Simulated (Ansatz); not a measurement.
`[F][Nb]([F])(=[S])[Cl]`. Total charge 0; spin multiplicity 1. Nb takes the def2 core potential. The structure was optimised at the PBE0-D4/def2-TZVP level.

```xyz
5

F    -0.036   -1.824    0.542
Nb   -0.080   -0.058    0.006
F    -1.797    0.473   -0.411
S     0.606    1.137    1.621
Cl    1.307    0.272   -1.758
```

(1) What is the dipole moment at B3LYP/def2-TZVPP? (An estimate is asked.)

(2) And with PBE, r2SCAN, ωB97M-V? (Estimate.)

(3) Give the Mulliken charges with B3LYP, r2SCAN, PBE in def2-TZVPP. (Estimate.)

Answers

(1) Ansatz gave: 0.82 D, with components (-0.08, -0.36, -0.73) D in this frame, pointing from negative to positive charge.

(2) The calculation gave: PBE 0.92 D, r2SCAN 0.97 D, ωB97M-V 0.85 D.

(3) The calculation gave: 
| atom | B3LYP | r2SCAN | PBE |
| --- | --- | --- | --- |
| F1 | -0.36 | -0.34 | -0.30 |
| Nb2 | 1.32 | 1.32 | 1.20 |
| F3 | -0.36 | -0.34 | -0.30 |
| S4 | -0.34 | -0.36 | -0.34 |
| Cl5 | -0.27 | -0.27 | -0.25 |

B3LYP here is the variant with VWN-RPA as its local correlation; programs differ in this.
